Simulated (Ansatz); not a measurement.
Reactions of C₁₀H₁₂O₂Zr, SMILES `[OH][Zr]12345678([OH])([CH]9[CH]1[CH]2[CH]3[CH]94)[CH]1[CH]5[CH]6[CH]7[CH]18`.

Computed with Ansatz on PBE0-D4/def2-TZVP structures; ΔE is electronic, products minus reactants. CCSD(T)/CBS adds triple-zeta CCSD(T) − MP2 to the extrapolated MP2 energy (def2 sets, frozen cores). This one scheme is used for every species. Double bonds are as drawn, so ΔE can hold a change between cis and trans. def2 core potentials past Kr. For Zr outer-core shells are correlated without core-valence functions, which leaves a few kJ/mol of doubt a bond. One conformer a species, not always the lowest.

Order these by ΔE at CCSD(T)/CBS, lowest first. (Best estimate.)
A. `[OH][Zr]12345678([OH])([C@H]9[C@@H]1[C@@H]2[C@@H]3[C@H]94)[C@H]1[C@@H]5[C@@H]6[C@@H]7[C@H]18` + H–F → `[OH][Zr]12345678([F])([C@H]9[C@@H]1[C@@H]2[C@@H]3[C@H]94)[C@H]1[C@@H]5[C@@H]6[C@@H]7[C@H]18` + H₂O
B. `[OH][Zr]12345678([OH])([C@H]9[C@@H]1[C@@H]2[C@@H]3[C@H]94)[C@H]1[C@@H]5[C@@H]6[C@@H]7[C@H]18` + `C/N=C(/F)Cl` → `[OH][Zr]12345678([F])([C@H]9[C@@H]1[C@@H]2[C@@H]3[C@H]94)[C@H]1[C@@H]5[C@@H]6[C@@H]7[C@H]18` + `C/N=C(/O)Cl`
C. `[OH][Zr]12345678([OH])([C@H]9[C@@H]1[C@@H]2[C@@H]3[C@H]94)[C@H]1[C@@H]5[C@@H]6[C@@H]7[C@H]18` + HCl → `[OH][Zr]12345678([Cl])([C@H]9[C@@H]1[C@@H]2[C@@H]3[C@H]94)[C@H]1[C@@H]5[C@@H]6[C@@H]7[C@H]18` + H₂O
D. `[OH][Zr]12345678([OH])([C@H]9[C@@H]1[C@@H]2[C@@H]3[C@H]94)[C@H]1[C@@H]5[C@@H]6[C@@H]7[C@H]18` + CH₄ → `[CH3][Zr]12345678([OH])([C@H]9[C@@H]1[C@@H]2[C@@H]3[C@H]94)[C@H]1[C@@H]5[C@@H]6[C@@H]7[C@H]18` + H₂O

B (-0.96 eV), C (-0.71 eV), A (-0.62 eV), D (+1.44 eV).

Largest T1 diagnostic: 0.013, for `[OH][Zr]12345678([OH])([C@H]9[C@@H]1[C@@H]2[C@@H]3[C@H]94)[C@H]1[C@@H]5[C@@H]6[C@@H]7[C@H]18`.
